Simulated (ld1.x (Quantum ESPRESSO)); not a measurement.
## u(r) = r·R(r): atom against pseudo-atom (Au)

Columns: radius, all-electron u(r) and pseudo u(r) of the 5s shell (level -110.92 eV) of gold in the configuration [Kr] 4d10 4f14 5s2 5p6 5d10 6s0 6p1; LDA (PZ), scalar-relativistic, TM scheme, ld1.x (Quantum ESPRESSO) 7.5.

| r (bohr) | all-electron | pseudo |
| --- | --- | --- |
| 0.072 | -0.1095 | 0.0852 |
| 0.145 | 0.4702 | 0.1740 |
| 0.217 | -0.1068 | 0.2663 |
| 0.290 | -0.6343 | 0.3672 |
| 0.362 | -0.6399 | 0.4756 |
| 0.435 | -0.2839 | 0.5953 |
| 0.507 | 0.1828 | 0.7216 |
| 0.580 | 0.6154 | 0.8529 |
| 0.652 | 0.9346 | 0.9766 |
| 0.725 | 1.1373 | 1.0831 |
| 0.798 | 1.2325 | 1.1564 |
| 0.870 | 1.2453 | 1.1851 |
| 0.942 | 1.2016 | 1.1671 |
| 1.015 | 1.1205 | 1.1063 |
| 1.088 | 1.0191 | 1.0153 |
| 1.160 | 0.9108 | 0.9103 |
| 1.232 | 0.8024 | 0.8024 |
| 1.305 | 0.6975 | 0.6975 |
| 1.378 | 0.6006 | 0.6006 |
| 1.450 | 0.5143 | 0.5143 |
| 1.522 | 0.4377 | 0.4377 |
| 1.595 | 0.3697 | 0.3697 |
| 1.668 | 0.3110 | 0.3110 |
| 1.740 | 0.2612 | 0.2612 |
| 1.812 | 0.2187 | 0.2187 |
| 1.885 | 0.1822 | 0.1822 |

(1) How many radial nodes do the two functions have?

(2) At about which radius was the pseudo-wave matched?

(3) Where does each function peak?

(4) Is the pseudo-wave norm-conserving?

## Answers

(1) The all-electron 5s function has n − l − 1 = 4 (the table is too coarse to show those close to the nucleus); the pseudo-wave has 0, since the states of the same l below it are removed with the core.

(2) 1.30 bohr, where the columns begin to agree (steps of 0.07 bohr).

(3) Outermost all-electron maximum near 0.87 bohr, pseudo maximum near 0.87 bohr (to the table’s step).

(4) Yes: the TM scheme keeps the norm inside the radius equal to the all-electron one, which fixes the energy derivative of the logarithmic derivative at the level.
